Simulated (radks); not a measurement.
The numbers below are computed, except where a source is named.
Effect of the nuclear size on the erbium ion Er2+, [Xe] 4f12. Level of theory: Dirac Kohn-Sham, PBE, spin-unpolarised, spherical densities, finite nucleus; open shells are shared between the two j in proportion to 2j + 1; Fermi nuclear charge, rms radius 5.2516 fm (a radial shooting solver on a logarithmic mesh with Libxc functionals). The rms radius is varied about that value; shifts are against it.

[
 {"rms radius (fm)": "4.3693", "total energy shift (eV)": "-9.96", "density at nucleus (e/bohr^3)": "9.204e+05", "1s1/2 shift (meV)": "-4080", "2s1/2 shift (meV)": "-545", "5s1/2 shift (meV)": "-4.47", "5p1/2 shift (meV)": "0.063", "4f7/2 shift (meV)": "0.401", "6s1/2 (empty) shift (meV)": "-0.602"},
 {"rms radius (fm)": "4.9313", "total energy shift (eV)": "-3.77", "density at nucleus (e/bohr^3)": "8.888e+05", "1s1/2 shift (meV)": "-1540", "2s1/2 shift (meV)": "-206", "5s1/2 shift (meV)": "-1.69", "5p1/2 shift (meV)": "0.024", "4f7/2 shift (meV)": "0.152", "6s1/2 (empty) shift (meV)": "-0.227"},
 {"rms radius (fm)": "5.2516", "total energy shift (eV)": "0", "density at nucleus (e/bohr^3)": "8.727e+05", "1s1/2 shift (meV)": "0.000", "2s1/2 shift (meV)": "0.000", "5s1/2 shift (meV)": "0.000", "5p1/2 shift (meV)": "0.000", "4f7/2 shift (meV)": "0.000", "6s1/2 (empty) shift (meV)": "0.000"},
 {"rms radius (fm)": "5.4459", "total energy shift (eV)": "2.37", "density at nucleus (e/bohr^3)": "8.636e+05", "1s1/2 shift (meV)": "969", "2s1/2 shift (meV)": "129", "5s1/2 shift (meV)": "1.06", "5p1/2 shift (meV)": "-0.015", "4f7/2 shift (meV)": "-0.095", "6s1/2 (empty) shift (meV)": "0.143"},
 {"rms radius (fm)": "6.2231", "total energy shift (eV)": "12.4", "density at nucleus (e/bohr^3)": "8.309e+05", "1s1/2 shift (meV)": "5090", "2s1/2 shift (meV)": "680", "5s1/2 shift (meV)": "5.58", "5p1/2 shift (meV)": "-0.079", "4f7/2 shift (meV)": "-0.501", "6s1/2 (empty) shift (meV)": "0.751"}
]

Slopes of the eigenvalues against <r^2> in GHz/fm^2, as finite differences over the two radii next to the reference (eigenvalue slopes, not the field-shift constants of lines): 1s1/2 114000, 2s1/2 15200, 5s1/2 125, 5p1/2 -1.76, 4f7/2 -11.2, 6s1/2 (empty) 16.8.
